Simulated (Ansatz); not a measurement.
Program: Ansatz. Geometries: PBE0-D4/def2-TZVP. ΔE: electronic, gas phase. CCSD(T)/CBS adds triple-zeta CCSD(T) − MP2 to the extrapolated MP2 energy (def2 sets, frozen cores). Functionals use def2-TZVPP. B3LYP here is the variant with VWN-RPA as its local correlation; programs differ in this. Each species was taken in one conformer, which may not be the lowest.

`O[SiH2]S[SiH2][SiH3]` + `[SiH3]S` → `O[SiH2]S[SiH3]` + `[SiH3][SiH2]S`  (ligand exchange at the Si–S bond)

```
             level  ΔE (kJ/mol)  difference from CCSD(T)/CBS
            PBE-D4         -0.2                          0.5
         r2SCAN-D4         -1.2                         -0.5
           PBE0-D4         -0.4                          0.3
           ωB97X-V         -1.7                         -1.0
            B2PLYP         -2.4                         -1.7
             B3LYP         -3.3                         -2.6
     HF/def2-TZVPP         -4.5                         -3.8
    MP2/def2-TZVPP         -1.1                         -0.4
SCS-MP2/def2-TZVPP         -1.7                         -1.0
   CCSD/def2-TZVPP         -1.7                         -1.0
CCSD(T)/def2-TZVPP         -1.0                         -0.3
     HF/def2-QZVPP         -4.3                         -3.6
    MP2/def2-QZVPP         -0.8                         -0.1
      HF/CBS(def2)         -4.2                         -3.5
     MP2/CBS(def2)         -0.7                          0.0
    CCSD/CBS(def2)         -1.4                         -0.7
       CCSD(T)/CBS         -0.7                            0
```

Largest T1 diagnostic among the species: 0.012.

In def2-TZVPP, CCSD(T) changes the Hartree–Fock value by +3.4 kJ/mol (the triples alone add +0.7 kJ/mol) and MP2 by +3.4 kJ/mol.
